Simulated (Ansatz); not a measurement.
Input file for Ansatz (a quantum-chemistry and plane-wave program): R-CCSD(T)/cc-pV(D+d)Z on CH3FOSi (SMILES CO[Si]F), a point of a torsion scan. Files ending in .json are basis or fitting sets from the Basis Set Exchange.

Ansatz 0.2 input:
```yaml
crystal:
  periodic: [false, false, false]
  atoms:
    - {symbol: C, position_ang: [-0.84509586, -0.03305097, 0.08388561]}
    - {symbol: O, position_ang: [0.26012029, 0.80868500, -0.08598883]}
    - {symbol: Si, position_ang: [1.84935057, 0.64556482, -0.24927451]}
    - {symbol: F, position_ang: [2.10173837, -0.73535205, 0.61246764]}
    - {symbol: H, position_ang: [-1.27369887, -0.25934210, -0.89542247]}
    - {symbol: H, position_ang: [-1.58773011, 0.48853184, 0.69000940]}
    - {symbol: H, position_ang: [-0.56282204, -0.96492500, 0.57873034]}
basis:
  gaussian:
    orbitals: cc-pV_D+d_Z.json
magnetization: {spin_polarized: false}
correlation: {method: ccsd_t, electrons: outside_noble_gas}
scf: {lower_state_search: off}
```

The log:

```
WARN ansatz: RAYON_NUM_THREADS=1 ignored (pool sized by the plan → 1); use --threads N
Functional definition: HF
these checks for a lower state are left out or cut short: stability, starts, cluster_reference, orbital_swaps, neighbouring_geometries, increment
integrals: 0.07 GiB planned
774 factors; integrals over basis functions are off by at most 1.1e-3 eV
mean field: 0.19 GiB planned
mean field evaluation 1: about -13682.4357 eV, gradient 3.6e1 eV
mean field evaluation 2: about -13682.5219 eV, gradient 3.6e1 eV
mean field evaluation 4: about -13685.1717 eV, gradient 2.6e0 eV
mean field evaluation 8: about -13685.2048 eV, gradient 2.8e-1 eV
mean field -13685.20509734 eV, -502.9220111621 hartree, gradient 1.4e-6 eV, S^2 0.000000; 0 other end points of the search recorded, 0 dependent functions left out
8 core orbitals not correlated
reference -13685.20509734 eV, -502.9220111621 hartree; 12, 12 occupied and 60, 60 virtual orbitals, 774 factors
second order -16.10327472 eV of doubles, -0.00000000 eV of singles
coupled cluster: 0.21 GiB planned
cycle   1  -16.38637440 eV  change   -2.8e-1 eV  update   1.1e-1
cycle   2  -16.83756825 eV  change   -4.5e-1 eV  update   3.4e-2
cycle   3  -16.97204670 eV  change   -1.3e-1 eV  update   2.0e-2
cycle   4  -16.96052727 eV  change    1.2e-2 eV  update   4.3e-3
cycle   5  -16.95807989 eV  change    2.4e-3 eV  update   1.9e-3
cycle   6  -16.95881962 eV  change   -7.4e-4 eV  update   6.4e-4
cycle   7  -16.95854555 eV  change    2.7e-4 eV  update   2.3e-4
cycle   8  -16.95844474 eV  change    1.0e-4 eV  update   9.8e-5
cycle   9  -16.95849894 eV  change   -5.4e-5 eV  update   3.3e-5
cycle  10  -16.95850003 eV  change   -1.1e-6 eV  update   1.3e-5
perturbative correction -0.40437554 eV, -0.0148605269 hartree
Total energy: -13702.56797291 eV, -503.5600850703 hartree
Checks for a lower state left out: stability, starts, cluster_reference, orbital_swaps, neighbouring_geometries, increment
```

The calculation finished and met its thresholds.

Cost: roughly 7 core-seconds.
